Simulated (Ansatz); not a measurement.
Abridged output of a molecular run in Ansatz:

```
Functional definition: HF
1584 factors; integrals over basis functions are off by at most 8.8e-4 eV
mean field evaluation 1: about -79150.9338 eV, gradient 1.9e1 eV
mean field evaluation 2: about -79151.1014 eV, gradient 1.9e1 eV
mean field evaluation 4: about -79152.7402 eV, gradient 3.8e0 eV
mean field evaluation 8: about -79152.7919 eV, gradient 3.3e-1 eV
mean field evaluation 16: about -79152.7925 eV, gradient 2.7e-6 eV
mean field -79152.79245214 eV, -2908.8114709264 hartree, gradient 2.7e-6 eV, S^2 0.000000; 0 other end points of the search recorded, 0 dependent functions left out
23 core orbitals not correlated: weight in the atoms' cores, before any rotation towards them, 1.000 or more for the frozen orbitals, at most 0.000 for the correlated occupied ones
reference -79152.79245214 eV, -2908.8114709264 hartree; 22, 22 occupied and 193, 193 virtual orbitals, 1584 factors
second order -27.80764730 eV of doubles, -0.00000000 eV of singles
cycle   1  -27.05792793 eV  change    7.5e-1 eV  update   1.2e-1
cycle   2  -27.90063027 eV  change   -8.4e-1 eV  update   3.6e-2
cycle   3  -27.99768862 eV  change   -9.7e-2 eV  update   1.7e-2
cycle   4  -27.96930622 eV  change    2.8e-2 eV  update   4.3e-3
cycle   5  -27.97021133 eV  change   -9.1e-4 eV  update   2.1e-3
cycle   6  -27.97091523 eV  change   -7.0e-4 eV  update   5.8e-4
cycle   7  -27.97039596 eV  change    5.2e-4 eV  update   2.8e-4
cycle   8  -27.97039379 eV  change    2.2e-6 eV  update   9.6e-5
cycle   9  -27.97049752 eV  change   -1.0e-4 eV  update   3.9e-5
cycle  10  -27.97048283 eV  change    1.5e-5 eV  update   1.4e-5
perturbative correction -0.95575647 eV, -0.0351234025 hartree
Total energy: -79181.71869144 eV, -2909.8744906139 hartree
```

Its atoms:

Z-matrix (Å, degrees):
```
Si
Ga 1 2.406
S 1 2.138 2 108.2
H 1 1.490 2 109.2 3 123.1
H 1 1.486 2 112.8 3 -117.0
I 2 2.513 1 111.3 3 -35.9
H 2 1.564 1 134.6 3 144.2
H 3 1.348 1 94.0 2 37.0
```

Q: Which basis set was used?
A. def2-QZVPP
B. def2-SVPD
C. def2-TZVPP
D. def2-TZVPPD

A: C. It gives 238 functions.

Q: Write the keys of the input that set method, charge and spin (a neutral closed shell needs none for the last two).

A: 
```yaml
correlation: {method: ccsd_t}
```
